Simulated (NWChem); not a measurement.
The numbers come from NWChem runs, not from measurements. System: H5AlGe, charge 0, spin multiplicity 1, at a geometry optimised with B3LYP/def2-SVP. The structure started from a generated list of species. Level: MP2/def2-TZVP, 14 core orbitals frozen.

Input file:

```
start mol
memory heap 200 mb stack 800 mb global 1000 mb
geometry units angstroms nocenter noautoz noautosym
  Al    -1.696876    -0.112101    -0.391797
  Ge     0.723196     0.045242     0.166169
  H      1.555298    -1.171220    -0.301718
  H      1.369647     1.298396    -0.476297
  H      0.954053     0.185084     1.691355
  H     -2.692741     1.020436     0.107821
  H     -2.269148    -1.323129    -1.245201
end
basis spherical
  * library def2-tzvp
end
scf
  rhf
  nopen 0
  maxiter 100
  thresh 1e-7
  semidirect memsize 60000000 filesize 0
end
mp2
  freeze core 14
end
task mp2 energy
```

Part of the output:

```
             Northwest Computational Chemistry Package (NWChem) 7.3.0
             --------------------------------------------------------

                                NWChem Input Module
                                -------------------

 Scaling coordinates for geometry "geometry" by  1.889725989
 (inverse scale =  0.529177249)

                             Geometry "geometry" -> ""
                             -------------------------

 Output coordinates in angstroms (scale by  1.889725989 to convert to a.u.)

  No.       Tag          Charge          X              Y              Z
 ---- ---------------- ---------- -------------- -------------- --------------
    1 Al                  13.0000    -1.69687600    -0.11210100    -0.39179700
    2 Ge                  32.0000     0.72319600     0.04524200     0.16616900
    3 H                    1.0000     1.55529800    -1.17122000    -0.30171800
    4 H                    1.0000     1.36964700     1.29839600    -0.47629700
    5 H                    1.0000     0.95405300     0.18508400     1.69135500
    6 H                    1.0000    -2.69274100     1.02043600     0.10782100
    7 H                    1.0000    -2.26914800    -1.32312900    -1.24520100

 Effective nuclear repulsion energy (a.u.)     147.0785551082

            Nuclear Dipole moment (a.u.)
            ----------------------------
        X                 Y               Z
 ---------------- ---------------- ----------------
    -0.0000132281    -0.0000037795     0.0000132281


 Summary of "ao basis" -> "" (spherical)
 ------------------------------------------------------------------------------
       Tag                 Description            Shells   Functions and Types
 ---------------- ------------------------------  ------  ---------------------
 *                         def2-tzvp                  on all atoms

 Summary of "ao basis" -> "ao basis" (spherical)
 ------------------------------------------------------------------------------
       Tag                 Description            Shells   Functions and Types
 ---------------- ------------------------------  ------  ---------------------
 Al                        def2-tzvp                13       37   5s5p2d1f
 Ge                        def2-tzvp                16       48   6s5p4d1f
 H                         def2-tzvp                 4        6   3s1p

                                 NWChem SCF Module
                                 -----------------

  ao basis        = "ao basis"
  functions       =   115
  atoms           =     7
  closed shells   =    25
  open shells     =     0
  charge          =   0.00
  wavefunction    = RHF
  use symmetry    = F
  symmetry adapt  = F

 Summary of "ao basis" -> "ao basis" (spherical)
 ------------------------------------------------------------------------------
       Tag                 Description            Shells   Functions and Types
 ---------------- ------------------------------  ------  ---------------------
 Al                        def2-tzvp                13       37   5s5p2d1f
 Ge                        def2-tzvp                16       48   6s5p4d1f
 H                         def2-tzvp                 4        6   3s1p

 Forming initial guess at       0.1s

      Superposition of Atomic Density Guess
      -------------------------------------

 Sum of atomic energies:       -2319.67993223

      Non-variational initial energy
      ------------------------------

 Total energy =   -2320.081413
 1-e energy   =   -3527.145524
 2-e energy   =    1059.985557
 HOMO         =      -0.279389
 LUMO         =      -0.033221

 Starting SCF solution at       4.5s

 ----------------------------------------------
         Quadratically convergent ROHF

 Convergence threshold     :          1.000E-07
 Maximum no. of iterations :          100
 Final Fock-matrix accuracy:          1.000E-09
 ----------------------------------------------

              iter       energy          gnorm     gmax       time
             ----- ------------------- --------- --------- --------
                 1    -2320.1525438816  4.28D-01  1.13D-01      4.7
                 2    -2320.1788402328  1.75D-01  3.97D-02      5.2
                 3    -2320.1801993486  1.21D-02  3.24D-03      5.8
                 4    -2320.1802226649  6.59D-05  1.93D-05      7.0
                 5    -2320.1802226654  8.09D-09  2.13D-09      8.9

       Final RHF  results
       ------------------

         Total SCF energy =  -2320.180222665414
      One-electron energy =  -3529.190232809477
      Two-electron energy =   1061.931455035814
 Nuclear repulsion energy =    147.078555108249

        Time for solution =      4.4s

             Final eigenvalues
             -----------------

              1
    1 -405.2138
    2  -58.4847
    3  -52.1234
    4  -46.2108
    5  -46.2108
    6  -46.2107
    7   -7.1667
    8   -5.1423
    9   -5.1422
   10   -5.1417
   11   -4.9008
   12   -3.2157
   13   -3.2134
   14   -3.2131
   15   -1.6165
   16   -1.6164
   17   -1.6138
   18   -1.6128
   19   -1.6127
   20   -0.7190
   21   -0.5539
   22   -0.4643
   23   -0.4610
   24   -0.4330
   25   -0.3703
   26    0.0218
   27    0.1095
   28    0.1206
   29    0.1402
   30    0.1628
   31    0.1790
   32    0.1952
   33    0.2369
   34    0.2429
   35    0.2569

                       ROHF Final Molecular Orbital Analysis
                       -------------------------------------

 Vector   23  Occ=2.000000D+00  E=-4.609939D-01
              MO Center=  1.0D+00,  5.5D-01,  4.0D-01, r^2= 2.3D+00
   Bfn.  Coefficient  Atom+Function         Bfn.  Coefficient  Atom+Function
  ----- ------------  ---------------      ----- ------------  ---------------
    55      0.272594  2 Ge pz                93     -0.243461  4 H  s
    99      0.224417  5 H  s                 58      0.187947  2 Ge pz
    54     -0.165412  2 Ge py

 Vector   24  Occ=2.000000D+00  E=-4.330032D-01
              MO Center= -1.9D+00, -1.6D-01, -4.6D-01, r^2= 3.8D+00
   Bfn.  Coefficient  Atom+Function         Bfn.  Coefficient  Atom+Function
  ----- ------------  ---------------      ----- ------------  ---------------
    16      0.256060  1 Al py               105      0.222849  6 H  s
   111     -0.220926  7 H  s                106      0.160890  6 H  s
   112     -0.159706  7 H  s

 Vector   25  Occ=2.000000D+00  E=-3.702783D-01
              MO Center= -3.8D-01, -2.5D-02, -8.8D-02, r^2= 3.5D+00
   Bfn.  Coefficient  Atom+Function         Bfn.  Coefficient  Atom+Function
  ----- ------------  ---------------      ----- ------------  ---------------
    53     -0.320272  2 Ge px                15      0.294291  1 Al px
    56     -0.273279  2 Ge px

 Vector   26  Occ=0.000000D+00  E= 2.184268D-02
              MO Center= -1.5D+00, -1.3D-01, -3.6D-01, r^2= 5.0D+00
   Bfn.  Coefficient  Atom+Function         Bfn.  Coefficient  Atom+Function
  ----- ------------  ---------------      ----- ------------  ---------------
    20      0.674614  1 Al pz                19     -0.412526  1 Al py
    17      0.214275  1 Al pz                94      0.154424  4 H  s

 Vector   27  Occ=0.000000D+00  E= 1.094699D-01
              MO Center= -6.7D-01, -1.3D-01, -2.1D-01, r^2= 8.9D+00
   Bfn.  Coefficient  Atom+Function         Bfn.  Coefficient  Atom+Function
  ----- ------------  ---------------      ----- ------------  ---------------
    43      2.722341  2 Ge s                  5     -1.962647  1 Al s
    18     -1.768651  1 Al px                56     -1.134987  2 Ge px
    94     -0.373685  4 H  s                100     -0.363977  5 H  s
    20     -0.324986  1 Al pz                30     -0.270466  1 Al d  2
    58     -0.213224  2 Ge pz                88     -0.184624  3 H  s

 Vector   28  Occ=0.000000D+00  E= 1.206093D-01
              MO Center= -5.7D-01,  1.9D-01, -3.1D-02, r^2= 6.2D+00
   Bfn.  Coefficient  Atom+Function         Bfn.  Coefficient  Atom+Function
  ----- ------------  ---------------      ----- ------------  ---------------
    19      1.200896  1 Al py               112      1.195306  7 H  s
    20      0.789114  1 Al pz               106     -0.726710  6 H  s
    88      0.685201  3 H  s                 57      0.502150  2 Ge py
    43     -0.440163  2 Ge s                100     -0.332873  5 H  s
    58      0.308538  2 Ge pz                18      0.271315  1 Al px

 center of mass
 --------------
 x =   0.11744646 y =   0.00587486 z =   0.02651418

 moments of inertia (a.u.)
 ------------------
          61.990462828392         -28.288567536269        -106.346650511491
         -28.288567536269         516.468169056296         -12.698260082819
        -106.346650511491         -12.698260082819         500.324420532206

  Mulliken analysis of the total density
  --------------------------------------

    Atom       Charge   Shell Charges
 -----------   ------   -------------------------------------------------------
    1 Al  13    12.49   2.00  0.65  1.33  0.80  0.23  2.92  2.28  0.82  0.99  0.27  0.10  0.09  0.02
    2 Ge  32    32.16   2.00  2.00  1.16  0.80  0.75  0.64  5.98  4.44  1.56  1.46  1.17  8.91  1.10  0.04  0.13  0.02
    3 H    1     1.02   0.23  0.56  0.22  0.01
    4 H    1     1.03   0.23  0.56  0.23  0.01
    5 H    1     1.02   0.23  0.56  0.23  0.01
    6 H    1     1.14   0.23  0.57  0.34  0.01
    7 H    1     1.14   0.23  0.56  0.34  0.01

       Multipole analysis of the density wrt the origin
       ------------------------------------------------

     L   x y z        total         open         nuclear
     -   - - -        -----         ----         -------
     0   0 0 0     -0.000000      0.000000     50.000000

     1   1 0 0     -0.199594      0.000000     -0.000013
     1   0 1 0     -0.038914      0.000000     -0.000004
     1   0 0 1     -0.053821      0.000000      0.000013

     2   2 0 0    -29.402294      0.000000    256.307546
     2   1 1 0      0.373146      0.000000     13.955062
     2   1 0 1     -0.920860      0.000000     55.407076
     2   0 2 0    -27.287814      0.000000     21.828736
     2   0 1 1     -2.266875      0.000000      9.345925
     2   0 0 2    -25.032597      0.000000     27.211071

                   NWChem MP2 Semi-direct Energy/Gradient Module
                   ---------------------------------------------

  Basis functions       =    115
  Molecular orbitals    =    115
  Frozen core           =     14
  Frozen virtuals       =      0
  Active alpha occupied =     11
  Active beta occupied  =     11
  Active alpha virtual  =     90
  Active beta virtual   =     90
  Use MO symmetry       = F
  Use skeleton AO sym   = F

  AO/Fock/Back tols     =   1.0D-09  1.0D-09  1.0D-09

 GA uses MA = F    GA memory limited = T

 Available:
  local mem=  1.15D+08
 global mem=  1.31D+08
 local disk=  0.00D+00
  mp2_memr nvloc                    90
  nvloc new                    90
   1 passes of  11:        5242880                      76459                  21366491.
   1 passes of  11: M    114674402           G      131045550           F     109431522.

 Semi-direct pass number   1 of   1  for RHF alpha+beta  at        9.0s
  vrange nnbf                  6341
  mp2_eaftype                    81  avail_ma_in_mb                   999
 EAF : mp2_eaftype filesize          81   10683245.
  mp2_eaf for mointskh                     81
Node 0 wrote     50.2 Mb in      0.0 s     Agg I/O rate:  1953.2 Mb/s
 Done moints_semi at       22.0s
  mp2_eaftype                    81  avail_ma_in_mb                   918
 EAF : mp2_eaftype filesize          81   10683245.
  mp2_eaf for kh                    81
 Done maket at       22.4s
 Done multipass loop at       22.4s

          -------------------------------------------
          SCF energy               -2320.180222665414
          Correlation energy          -0.334235316121
          Singlet pairs               -0.220146713805
          Triplet pairs               -0.114088602316
          Total MP2 energy         -2320.514457981535
          -------------------------------------------

          ---------------------------------------------------
                    Spin Component Scaled (SCS) MP2
          Same spin pairs                     -0.076059068211
          Same spin scaling factor             0.333333333333
          Opposite spin pairs                 -0.258176247910
          Opposite spin scaling fact.          1.200000000000
          SCS-MP2 correlation energy          -0.335164520229
          Total SCS-MP2 energy             -2320.515387185643
          ---------------------------------------------------

 -----------------------
 Performance information
 -----------------------

 Timer overhead =  2.14D-07 seconds/call

               Nr. of calls         CPU time (s)                 Wall time (s)                GFlops
             ---------------    -------------------     ------------------------------   -------------------
Name         Min   Avg   Max    Min     Avg     Max     Min     Avg     Max   Mx/calls   Min     Max     Sum
mp2: moin     1     1     1    13.     13.     13.      13.     13.     13.     13.      0.0     0.0     0.0
mp2: make     1     1     1   0.40    0.40    0.40     0.40    0.40    0.40    0.40      0.0     0.0     0.0
mp2: tota     1     1     1    13.     13.     13.      13.     13.     13.     13.      0.0     0.0     0.0

 The average no. of pstat calls per process was 3.00D+00
 with a timing overhead of 6.42D-07s

 Task  times  cpu:       22.3s     wall:       22.3s

 Total times  cpu:       22.4s     wall:       22.4s
```
